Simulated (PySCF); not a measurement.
A structure optimised at PBE-D3(BJ)/def2-SVP, used in a PySCF frequency run:

```xyz
9

Ga    -0.0563     0.8071     0.0000
H      1.0634     1.9092     0.0000
H     -1.6179     0.9899     0.0000
N      0.5335    -0.9271     0.0000
C     -0.2526    -2.1447     0.0000
H      1.5428    -1.1003     0.0000
H     -0.0639    -2.7811    -0.8962
H     -0.0639    -2.7811     0.8962
H     -1.3342    -1.8982     0.0000
```

Write its SMILES, formula and point group.

C[NH][GaH2], CH6GaN, Cs

What are its rotational constants (standard atomic weights)?

34.753, 3.6597, 3.3828 GHz
